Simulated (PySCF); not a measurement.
How do the members of this family differ from one of them?

PySCF, B3LYP/def2-SVPD, density fitting, gas phase; each molecule at its own PBE0-D3(BJ)/def2-SVP geometry, one conformer. Singlet excitations by full TDDFT with frozen cores and triplets by Tamm–Dancoff TDDFT. 

Reference: `[H][Sb]([H])[CH3]`, with HOMO energy -6.87 eV, LUMO energy -0.54 eV, lowest singlet excitation 5.62 eV, lowest triplet excitation 4.70 eV, mean polarisability 59.7 au and dipole moment 0.68 D.

Changes against it:

```csv
molecule,Δ HOMO energy (eV),Δ LUMO energy (eV),Δ lowest singlet excitation (eV),Δ lowest triplet excitation (eV),Δ mean polarisability (au),Δ dipole moment (D)
[H][Sb]([H])[CH](C)C,+0.24,-0.01,-0.19,-0.26,+25.8,+0.28
[H][Sb]([H])[Cl],-0.70,-1.61,-1.13,-0.95,-1.1,+1.95
[H][Sb]([H])[O]C,-0.07,-0.92,-1.16,-0.92,+2.9,+0.91
[H][Sb]([H])[O]C(C)(C)C,0.00,-0.66,-0.85,-0.74,+39.9,+0.86
[H][Sb]([H])[C](C)(C)C,+0.33,-0.03,-0.29,-0.38,+38.3,+0.26
[H][Sb]([H])[O]CC,-0.02,-0.86,-1.15,-0.90,+16.4,+0.79
[H][Sb]([H])[S]C,+0.41,-0.88,-1.65,-1.12,+22.4,+1.11
[H][Sb]([H])[CH]=C,-0.15,-0.14,-0.25,-0.33,+11.4,-0.08
[H][Sb]([H])[N](C)C,+0.87,-0.32,-1.52,-0.98,+20.8,-0.27
```

Rows whose labels were lost:

```json
{"row": "P", "Δ HOMO energy (eV)": "-0.19", "Δ LUMO energy (eV)": "-0.21", "Δ lowest singlet excitation (eV)": "+0.02", "Δ lowest triplet excitation (eV)": "-0.02", "Δ mean polarisability (au)": "+19.4", "Δ dipole moment (D)": "-0.41"}
{"row": "Q", "Δ HOMO energy (eV)": "-0.07", "Δ LUMO energy (eV)": "-1.90", "Δ lowest singlet excitation (eV)": "-2.01", "Δ lowest triplet excitation (eV)": "-1.62", "Δ mean polarisability (au)": "+23.1", "Δ dipole moment (D)": "+1.44"}
{"row": "R", "Δ HOMO energy (eV)": "-0.48", "Δ LUMO energy (eV)": "-1.72", "Δ lowest singlet excitation (eV)": "-1.45", "Δ lowest triplet excitation (eV)": "-1.18", "Δ mean polarisability (au)": "+7.6", "Δ dipole moment (D)": "+1.76"}
```

**Question.** Which row belongs to which of `[H][Sb]([H])[I]`, `[H][Sb]([H])[Br]` and `[H][Sb]([H])[SiH3]`?

**Answer.** P = `[H][Sb]([H])[SiH3]`, Q = `[H][Sb]([H])[I]` and R = `[H][Sb]([H])[Br]`. P and Q are told apart most clearly by the lowest singlet excitation (+0.02 against -2.01 eV); P and R are told apart most clearly by the LUMO energy (-0.21 against -1.72 eV); Q and R are told apart most clearly by the mean polarisability (+23.1 against +7.6 au); P comes close to the labelled row of `[H][Sb]([H])[CH]=C` in every column; R comes close to the labelled row of `[H][Sb]([H])[Cl]` in every column.

**Question.** Fit a straight line for the change of the lowest singlet excitation against that of the lowest triplet excitation over the labelled rows, and test it on P, Q and R.

**Answer.** Over the 9 labelled rows the slope is 1.68 eV/eV, the intercept +0.32 eV, r = 0.98 and the standard error 0.11 eV. P: predicted +0.28, computed +0.02 eV; Q: predicted -2.40, computed -2.01 eV; R: predicted -1.66, computed -1.45 eV. The mean miss is 0.29 eV, against 0.86 eV for guessing the labelled rows' mean: the line carries over to these rows.
